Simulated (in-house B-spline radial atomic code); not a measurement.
## TDHF excitations of Te4+

Method: TDHF. Computed with an all-electron radial atomic-structure program (B-spline basis): linear response of the closed shell [Kr] 4d10 5s2 with bare exchange (time-dependent Hartree-Fock); scalar-relativistic (spin-free one-electron X2C), finite nucleus, no spin-orbit coupling, no double excitations, S, P, D and F terms only; shells from n = 3 respond. Only terms of natural parity with L up to 3 were computed.

Command:
```bash
python run_td.py task.json out
```
Settings (radii: box in bohr, nucleus in fm):
```
Z                        52
electrons                48
configuration            [Kr] 4d10 5s2
hamiltonian              x2c
method                   hf
box_radius               19.1
rms_radius               4.7423
intervals                71
```

Run time, properties included: 3.3 s on 1 thread of Arm Neoverse N1, with other jobs on the host.

The lowest states, in the order of their Tamm-Dancoff energies; the method's threshold (minus the highest occupied level) is 56.47 eV. Labels give the largest channel, * marks a mixed state, and oscillator strengths are full-response dipole values. Energies in eV:

```json
{"state": "5s → 5p 3P", "full response": "8.216", "Tamm-Dancoff": "8.728", "oscillator strength": "-"}
{"state": "5s → 5p 1P", "full response": "?", "Tamm-Dancoff": "?", "oscillator strength": "?"}
{"state": "5s → 5d 3D", "full response": "25.473", "Tamm-Dancoff": "25.494", "oscillator strength": "-"}
{"state": "5s → 5d 1D", "full response": "26.806", "Tamm-Dancoff": "26.845", "oscillator strength": "-"}
{"state": "5s → 6s 3S", "full response": "?", "Tamm-Dancoff": "?", "oscillator strength": "-"}
{"state": "5s → 6s 1S", "full response": "29.302", "Tamm-Dancoff": "29.338", "oscillator strength": "-"}
{"state": "5s → 4f 3F", "full response": "31.11", "Tamm-Dancoff": "31.18", "oscillator strength": "-"}
{"state": "5s → 4f 1F", "full response": "32.22", "Tamm-Dancoff": "32.26", "oscillator strength": "-"}
{"state": "5s → 6p 3P", "full response": "32.68", "Tamm-Dancoff": "32.70", "oscillator strength": "-"}
{"state": "5s → 6p 1P", "full response": "33.12", "Tamm-Dancoff": "33.15", "oscillator strength": "0.0539"}
{"state": "5s → 6d 3D", "full response": "38.68", "Tamm-Dancoff": "38.68", "oscillator strength": "-"}
{"state": "5s → 6d 1D", "full response": "39.02", "Tamm-Dancoff": "39.03", "oscillator strength": "-"}
{"state": "5s → 7s 3S", "full response": "39.72", "Tamm-Dancoff": "39.72", "oscillator strength": "-"}
{"state": "5s → 7s 1S", "full response": "40.02", "Tamm-Dancoff": "40.03", "oscillator strength": "-"}
{"state": "5s → 5f 3F", "full response": "40.15", "Tamm-Dancoff": "40.18", "oscillator strength": "-"}
{"state": "5s → 5f 1F", "full response": "40.42", "Tamm-Dancoff": "40.44", "oscillator strength": "-"}
```

Question: Where does 5s → 6s 3S lie?

Answer: At 28.345 eV in full response, 28.360 eV in Tamm-Dancoff.

Question: Where does 5s → 5p 1P lie?

Answer: At 12.886 eV in full response, 13.322 eV in Tamm-Dancoff, oscillator strength 1.63.

Question: How large is the singlet-triplet splitting of 5s → 5p (P terms) in Tamm-Dancoff?

Answer: 4.59 eV, from the unrounded values.

Question: What polarisabilities and dispersion coefficient does the method give?

Answer: Dipole 8.829 bohr³, quadrupole 18.48 bohr⁵, C6 37.43 hartree·bohr⁶ for two such species.
